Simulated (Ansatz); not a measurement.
C2H6AlBO (`O[CH2][Al]1[BH][CH2]1`) at its PBE0-D4/def2-TZVP geometry, where that method's forces vanish. Charge 0, multiplicity 1.

```tsv
atom	x (Å)	y (Å)	z (Å)
O1	-1.7495	1.2714	-0.9335
C2	-0.9451	0.2454	-1.5232
Al3	-0.2667	-0.9391	-0.0747
B4	0.7188	-1.4358	1.5458
C5	1.2558	-0.1213	1.1926
H6	-1.1866	1.8456	-0.4084
H7	-0.1622	0.6609	-2.1714
H8	-1.6131	-0.3156	-2.1821
H9	0.8945	-2.1342	2.4863
H10	1.0927	0.4750	0.2689
H11	1.9613	0.4478	1.7999
```

**Question.** For each bond, give half the difference of the two atoms' forces along it (eV/Å; positive pushes the atoms apart) under PBE-D4, r2SCAN-D4, B3LYP-D4, ωB97M-V in def2-TZVPP. (Estimate.)

**Answer.** Ansatz gave: 
| bond | length (Å) | PBE-D4 | r2SCAN-D4 | B3LYP-D4 | ωB97M-V |
| --- | --- | --- | --- | --- | --- |
| O1–C2 | 1.431 | 0.29 | 0.36 | 0.37 | 0.36 |
| O1–H6 | 0.960 | 0.40 | 0.00 | -0.05 | -0.12 |
| C2–Al3 | 1.990 | 0.01 | -0.04 | -0.01 | -0.10 |
| C2–H7 | 1.098 | 0.05 | -0.06 | -0.11 | -0.11 |
| C2–H8 | 1.093 | 0.11 | -0.07 | -0.14 | -0.12 |
| Al3–B4 | 1.961 | 0.08 | 0.05 | 0.08 | 0.02 |
| Al3–C5 | 2.143 | 0.12 | -0.01 | 0.15 | 0.06 |
| B4–C5 | 1.463 | 0.10 | 0.08 | 0.06 | 0.05 |
| B4–H9 | 1.185 | -0.02 | -0.10 | -0.11 | -0.08 |
| C5–H10 | 1.112 | 0.11 | -0.03 | -0.09 | -0.06 |
| C5–H11 | 1.091 | 0.10 | 0.01 | -0.11 | -0.12 |

B3LYP here is the variant with VWN-RPA as its local correlation; programs differ in this.
